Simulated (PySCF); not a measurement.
A geometry optimisation, step by step.

Species: [Y(H2O)6]3+ (charge +3 and singlet state).
Bonds: Y1–O2, Y1–O5, Y1–O8, Y1–O11, Y1–O14, Y1–O17. Hydrogens: H3, H4 on O2; H6, H7 on O5; H9, H10 on O8; H12, H13 on O11; H15, H16 on O14; H18, H19 on O17.
The ion is multiply charged and has no counter-ions or solvent.

Computed by this run: PBE0-D3(BJ)/def2-SVP geometry optimisation, gas phase, def2 core potentials past Kr in PySCF 2.14.0; density fitting, grid level 1; the optimiser is geomeTRIC in internal coordinates, started from a GFN2-xTB structure. The frame can shift and turn from step to step; on so coarse a grid that alone can change the energy by a few meV, and forces under 0.02 eV/Å are noise.

Step 0: E = -13475.6490 eV, largest atomic force 2.343 eV/Å
```
atom  x, y, z in Å  |  force x, y, z in eV/Å
Y1      0.001    0.000    0.000    0.002   0.006   0.010
O2      0.161    0.163    2.128    0.170   0.175   2.331
H3      0.143    0.973    2.677   -0.001  -0.038   0.021
H4      0.277   -0.553    2.785   -0.009   0.048   0.008
O5     -0.159   -0.164   -2.127   -0.175  -0.175  -2.326
H6     -0.259    0.553   -2.786    0.008  -0.044  -0.013
H7     -0.159   -0.976   -2.674    0.007   0.031  -0.030
O8      2.128    0.164   -0.163    2.315   0.162  -0.175
H9      2.786    0.273    0.553    0.018  -0.003  -0.033
H10     2.676    0.148   -0.973    0.031   0.002   0.021
O11    -2.127   -0.159    0.163   -2.324  -0.180   0.167
H12    -2.675   -0.153    0.974   -0.029   0.008  -0.028
H13    -2.785   -0.268   -0.554   -0.010   0.012   0.048
O14    -0.165    2.127   -0.160   -0.181   2.323  -0.174
H15    -0.977    2.674   -0.155    0.031   0.027   0.005
H16     0.551    2.786   -0.265   -0.039   0.014   0.008
O17     0.163   -2.128    0.159    0.180  -2.295   0.168
H18    -0.553   -2.784    0.275    0.017  -0.035  -0.006
H19     0.973   -2.677    0.142   -0.011  -0.038  -0.002
```

Step 1: E = -13476.5730 eV, largest atomic force 0.909 eV/Å
```
atom  x, y, z in Å  |  force x, y, z in eV/Å
Y1      0.001    0.000    0.000   -0.004   0.010   0.009
O2      0.164    0.172    2.229    0.064   0.068   0.903
H3      0.146    0.981    2.781   -0.009  -0.011  -0.060
H4      0.279   -0.543    2.887   -0.010   0.002  -0.058
O5     -0.163   -0.172   -2.228   -0.067  -0.080  -0.903
H6     -0.262    0.541   -2.891    0.009   0.004   0.060
H7     -0.162   -0.984   -2.775    0.013   0.011   0.055
O8      2.229    0.167   -0.172    0.901   0.053  -0.080
H9      2.891    0.275    0.541   -0.059  -0.005   0.006
H10     2.777    0.151   -0.983   -0.055  -0.005   0.009
O11    -2.229   -0.162    0.172   -0.901  -0.073   0.066
H12    -2.780   -0.156    0.981    0.058   0.014  -0.009
H13    -2.886   -0.270   -0.544    0.057   0.013   0.003
O14    -0.174    2.229   -0.163   -0.070   0.901  -0.068
H15    -0.984    2.778   -0.158    0.009  -0.059   0.012
H16     0.541    2.888   -0.266    0.000  -0.057   0.010
O17     0.171   -2.229    0.164    0.080  -0.896   0.063
H18    -0.541   -2.889    0.278   -0.009   0.055  -0.009
H19     0.981   -2.777    0.146   -0.007   0.054  -0.009
```

Step 2: E = -13476.7251 eV, largest atomic force 0.233 eV/Å
```
atom  x, y, z in Å  |  force x, y, z in eV/Å
Y1      0.003   -0.001   -0.001    0.021  -0.018  -0.019
O2      0.158    0.176    2.280    0.009   0.038   0.228
H3      0.136    0.994    2.814    0.002  -0.030   0.005
H4      0.268   -0.536    2.939   -0.003   0.015  -0.008
O5     -0.155   -0.176   -2.282   -0.021  -0.002  -0.231
H6     -0.250    0.549   -2.930    0.005  -0.028   0.000
H7     -0.153   -0.986   -2.829    0.006   0.021   0.009
O8      2.283    0.158   -0.179    0.231   0.010  -0.001
H9      2.932    0.261    0.545    0.000  -0.003  -0.028
H10     2.830    0.140   -0.988   -0.009   0.000   0.021
O11    -2.278   -0.158    0.174   -0.228  -0.017   0.039
H12    -2.813   -0.149    0.992   -0.005   0.003  -0.030
H13    -2.937   -0.261   -0.541    0.008   0.005   0.015
O14    -0.177    2.279   -0.156   -0.038   0.229  -0.013
H15    -0.996    2.812   -0.147    0.030   0.005   0.002
H16     0.536    2.940   -0.254   -0.015  -0.008   0.003
O17     0.176   -2.282    0.157    0.001  -0.232   0.018
H18    -0.548   -2.929    0.267    0.027   0.001  -0.007
H19     0.985   -2.831    0.138   -0.021   0.010  -0.003
```

Step 3: E = -13476.7393 eV, largest atomic force 0.038 eV/Å
```
atom  x, y, z in Å  |  force x, y, z in eV/Å
Y1      0.003   -0.001    0.000   -0.001   0.001  -0.001
O2      0.151    0.178    2.301   -0.001   0.003   0.035
H3      0.129    0.991    2.841   -0.002   0.014  -0.003
H4      0.256   -0.538    2.958    0.000  -0.017  -0.004
O5     -0.149   -0.175   -2.302   -0.003   0.000  -0.037
H6     -0.240    0.546   -2.955    0.000   0.018   0.000
H7     -0.145   -0.986   -2.845    0.005  -0.016   0.006
O8      2.304    0.150   -0.178    0.037  -0.005   0.002
H9      2.958    0.250    0.541    0.000   0.002   0.018
H10     2.847    0.131   -0.989   -0.007  -0.001  -0.017
O11    -2.299   -0.152    0.173   -0.035  -0.005   0.005
H12    -2.840   -0.141    0.986    0.003   0.005   0.013
H13    -2.955   -0.251   -0.544    0.004   0.002  -0.017
O14    -0.178    2.301   -0.148   -0.003   0.035  -0.002
H15    -0.993    2.839   -0.138   -0.013  -0.003   0.004
H16     0.538    2.959   -0.242    0.017  -0.004   0.000
O17     0.175   -2.302    0.152    0.000  -0.038   0.001
H18    -0.544   -2.954    0.258   -0.018   0.000  -0.001
H19     0.985   -2.847    0.131    0.016   0.007  -0.003
```

Step 4: E = -13476.7394 eV, largest atomic force under 0.02 eV/Å
```
atom  x, y, z in Å  |  force x, y, z in eV/Å
Y1      0.003   -0.001    0.000    0.001  -0.001  -0.003
O2      0.146    0.175    2.305   -0.003   0.003   0.000
H3      0.124    0.989    2.844    0.000  -0.005   0.001
H4      0.250   -0.542    2.961   -0.001   0.000  -0.003
O5     -0.145   -0.172   -2.306   -0.001   0.005  -0.003
H6     -0.234    0.551   -2.958    0.001  -0.002   0.001
H7     -0.141   -0.983   -2.850    0.004   0.002   0.003
O8      2.308    0.145   -0.175    0.004  -0.006   0.006
H9      2.960    0.243    0.545   -0.001   0.001  -0.002
H10     2.851    0.126   -0.987   -0.004   0.001   0.002
O11    -2.303   -0.148    0.170    0.000  -0.001   0.004
H12    -2.844   -0.136    0.984   -0.001   0.003  -0.005
H13    -2.957   -0.244   -0.549    0.003   0.002   0.000
O14    -0.175    2.305   -0.143   -0.002   0.000   0.000
H15    -0.990    2.843   -0.133    0.005   0.001   0.002
H16     0.542    2.962   -0.235    0.000  -0.003   0.001
O17     0.172   -2.306    0.147   -0.005  -0.003  -0.001
H18    -0.550   -2.956    0.251    0.002   0.001  -0.002
H19     0.982   -2.851    0.127   -0.002   0.004  -0.001
```

Task: Summarise the path.

Result: The energy falls by 1.0904 eV from step 0 to step 4; nine tenths of that is first reached at step 2. It falls at every step. The largest force goes from 2.343 to under 0.02 eV/Å. Among the bonds Y1–O5 changes most (a near tie, within 0.001 Å, with another), from 2.140 to 2.317 Å; the atoms move by 0.170 Å rms after alignment.

The cost below is that of the whole optimisation. Time: 89 s wall; peak memory 0.73 GiB. Hardware: one thread of an Arm Neoverse V1, shared host with 32 logical CPUs at a one-minute load of 20.
